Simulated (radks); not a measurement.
All-electron atom: Tb52+ in [Ne] 3s2 3p1.

All-electron calculation, scalar-relativistic Kohn-Sham, exchange-only LDA, spin-polarised, spherical densities, point nucleus; open shells are filled with parallel spins first (spin-orbit coupling, left out, can overturn this in heavy ions). Program: a radial shooting solver on a logarithmic mesh with Libxc functionals.

Energy parts (eV):
total: -241148.02
kinetic: 264354.25
electron-nucleus: -526032.60
Hartree: 23735.72
exchange: -3205.39

Orbitals (lengths in bohr, moments of r in powers of bohr):
| orbital | occ. | eigenvalue (eV) | <r^4> |
|---|---|---|---|
| 1s up | 1 | -55676.73 | 1.062e-06 |
| 1s down | 1 | -55673.11 | 1.062e-06 |
| 2s up | 1 | -12254.00 | 0.0001565 |
| 2s down | 1 | -12250.51 | 0.0001563 |
| 2p up | 3 | -11337.13 | 0.0001151 |
| 2p down | 3 | -11333.06 | 0.0001149 |
| 3s up | 1 | -4968.333 | 0.004178 |
| 3s down | 1 | -4955.300 | 0.004187 |
| 3p up | 1 | -4692.219 | 0.003982 |
| 3p down | 0 | -4679.210 | 0.003992 |
| 3d up | 0 | -4423.974 | 0.002569 |
| 3d down | 0 | -4412.772 | 0.002568 |
| 4s up | 0 | -2655.680 | 0.04502 |
| 4s down | 0 | -2650.381 | 0.04527 |

The highest occupied level is 3p up at -4692.2 eV. For comparison, the ionisation energy in NIST's Atomic Spectra Database is 4877 eV (theoretical). In exact Kohn-Sham theory the highest level is minus the ionisation energy, but local and semilocal functionals leave it too shallow, through self-interaction and a potential that decays too fast; potentials with the right tail come closer. Summed over all electrons, <r^2> = 0.2252 bohr^2, which gives a Langevin (diamagnetic) susceptibility term of -0.178 x 10^-6 cm^3/mol.
